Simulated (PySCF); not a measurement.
C2H2Cl, SMILES [CH]=CCl, multiplicity 2. Atoms are numbered in the order given.

```xyz
5

C      0.2431     1.6952     0.0000
C     -0.5178     0.6453     0.0000
Cl     0.1159    -0.9825     0.0000
H      1.2787     1.9889     0.0000
H     -1.6008     0.6713     0.0000
```
Charge 0, spin multiplicity 2.

Geometry optimised at PBE0-D3(BJ)/def2-TZVP. The isomer is the one that the SMILES or the coordinates give; other isomers of the formula were not compared.

Computed with TDA-PBE0/def2-SVPD run with PySCF.

Vertical excitations. The molecule is in vacuum.

Give excitation energies, oscillator strengths and character. (The exact figures need the calculation; the answer reports its results.)


| state | energy (eV) | λ (nm) | f | main pairs |
|---|---|---|---|---|
| root 1 | 2.62 | 474 | 0.001 | β HOMO→LUMO 96 % |
| root 2 | 4.50 | 275 | 0.000 | α HOMO−1→LUMO 44 %, β HOMO→LUMO+1 45 % |
| root 3 | 4.68 | 265 | 0.002 | β HOMO−1→LUMO 95 % |
| root 4 | 5.10 | 243 | 0.002 | α HOMO→LUMO 96 % |
| root 5 | 5.98 | 207 | 0.000 | β HOMO−2→LUMO 88 % |
| root 6 | 6.78 | 183 | 0.022 | α HOMO→LUMO+1 50 %, α HOMO−1→LUMO 24 %, β HOMO→LUMO+1 19 % |
| root 7 | 6.87 | 180 | 0.000 | α HOMO−1→LUMO+1 39 %, β HOMO→LUMO+2 39 %, β HOMO−2→LUMO 7 % |
| root 8 | 7.09 | 175 | 0.000 | α HOMO−2→LUMO 91 %, β HOMO−1→LUMO+1 8 % |
| root 9 | 7.28 | 170 | 0.000 | α HOMO−1→LUMO+1 49 %, β HOMO→LUMO+2 46 % |
| root 10 | 7.31 | 170 | 0.063 | α HOMO→LUMO+1 34 %, α HOMO−1→LUMO 15 %, α HOMO→LUMO+2 6 %, β HOMO−3→LUMO 23 %, β HOMO→LUMO+1 13 % |
Unrestricted roots are not spin-pure.
